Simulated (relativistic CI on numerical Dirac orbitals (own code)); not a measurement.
## Slater and spin-orbit integrals, Pb36+

These numbers are calculated, not measured: Dirac-Coulomb-Breit CI, orbitals from a KLI potential per configuration, model QED (radiative potential, 1s self-energy scaled to tabulated hydrogen-like ionisation energies), unscaled Slater integrals (own radial code, finite nucleus).

Slater integrals F^k, G^k are unscaled and averaged over j, outside the closed core [Ar] 3d10; ζ comes from projecting the Hamiltonian with its Breit term on Σ l·s of the shell.

- 4s2 4p6 4d9 4f: ζ(4d) = 92673, F^2(4d,4f) = 265010, F^4(4d,4f) = 172390, G^1(4d,4f) = 272720, G^3(4d,4f) = 187980, G^5(4d,4f) = 138090, ζ(4f) = 17361 cm⁻¹; <r>(4d) = 0.3804, <r^2>(4d) = 0.1656, <r>(4f) = 0.3577, <r^2>(4f) = 0.1456 (bohr units).
- 4s2 4p5 4d10 4f: ζ(4p) = 771910, F^2(4p,4f) = 269860, G^2(4p,4f) = 215620, G^4(4p,4f) = 157890, ζ(4f) = 17303 cm⁻¹; <r>(4p) = 0.3761, <r^2>(4p) = 0.1604, <r>(4f) = 0.3578, <r^2>(4f) = 0.1456 (bohr units).
- 4s 4p6 4d10 4f: G^3(4s,4f) = 192470, ζ(4f) = 17493 cm⁻¹; <r>(4s) = 0.3614, <r^2>(4s) = 0.1471, <r>(4f) = 0.3576, <r^2>(4f) = 0.1455 (bohr units).

Averages of the first 10 configurations, taken without configuration mixing, which lowers the lowest level and can move excited configurations by several eV; other configurations of the list can lie among them:

```tsv
Configuration	Parity	States	Average energy above the lowest level (eV)
4s2 4p6 4d10	even	1	0.1
4s2 4p6 4d9 4f	odd	140	256.9
4s2 4p5 4d10 4f	even	84	537.2
4s 4p6 4d10 4f	odd	28	764.9
4s2 4p6 4d9 5s	even	20	533.0
4s2 4p6 4d9 5p	odd	60	626.5
4s2 4p6 4d9 5d	even	100	741.9
4s2 4p5 4d10 5s	odd	12	814.3
4p6 4d10 4f2	even	91	1532.7
4p6 4d9 4f3	odd	3640	1790.2
```
